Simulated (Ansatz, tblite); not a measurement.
Spin states of ZnBr2, each relaxed with PBE0-D4/def2-TZVP in Ansatz. Electronic energies in the gas phase.

The xTB rows come from tblite. HSE06 is defined as in plane-wave codes, on full-range PBE exchange. Correlated methods freeze 27 core orbitals; core or outer-core shells of Br are correlated, in sets that lack core-valence functions. In the triplet, Br2 and Br3 lie 2.92 Å apart (atoms count from 1), so these atoms are partly bonded to each other. The structure comes from a short search, and lower isomers may exist.

Singlet geometry (D∞h within 0.1 Å):

```xyz
3

Zn    0.000   -0.001    0.000
Br    1.761    1.184    0.669
Br   -1.761   -1.183   -0.670
```

Triplet geometry (C2v within 0.1 Å):

Cartesian coordinates in Å:
```
Zn -0.189 -0.782 -1.085
Br -0.985 -0.308 1.235
Br 1.174 1.090 -0.150
```

Quintet geometry (D∞h within 0.1 Å):

Cartesian coordinates in Å:
```
Zn 0.000 0.000 0.000
Br 0.354 2.029 -2.154
Br -0.354 -2.029 2.154
```

Only these spin states were relaxed. The quintet has other bonds than the singlet, so the gap mixes isomer and spin.

```tsv
level	triplet − singlet (kJ/mol)	quintet − singlet (kJ/mol)	lowest of these	remarks
GFN1-xTB	274.8	1042.9	singlet	–
GFN2-xTB	209.0	1167.4	singlet	–
HF/STO-3G	-436.2	-152.7	triplet	spin-contaminated (⟨S²⟩ 6.19) (quintet)
HF/def2-TZVP	295.9	706.0	singlet	–
PBE-D4/def2-TZVP	279.0	892.5	singlet	–
revPBE-D4/def2-TZVP	272.3	865.4	singlet	–
r2SCAN-D4/def2-TZVP	291.2	899.1	singlet	–
B97M-V/def2-TZVP	303.3	903.2	singlet	–
PBE0-D4/def2-TZVP	297.7	887.4	singlet	–
HSE06-D4/def2-TZVP	297.3	887.7	singlet	–
CAM-B3LYP-D4/def2-TZVP	309.9	889.7	singlet	–
RPA@PBE/def2-TZVP	293.8	834.0	singlet	–
```

```csv
state,donor atoms,mean metal–ligand distance (Å),range (Å),Mulliken spin on the metal (PBE0)
singlet,2,2.225,2.22–2.22,0
triplet,2,2.497,2.50–2.50,0.86
quintet,2,2.980,2.98–2.98,1.89
```

⟨S²⟩ at PBE0-D4/def2-TZVP: singlet 0.00 (pure 0.00), triplet 2.01 (pure 2.00), quintet 6.01 (pure 6.00).

Change of the quintet − singlet gap on mixing in exact exchange, in kJ/mol: PBE to PBE0 (25 % exact exchange) -5.1.

The xTB methods have no term that favours high spin, so they put low spin too low.
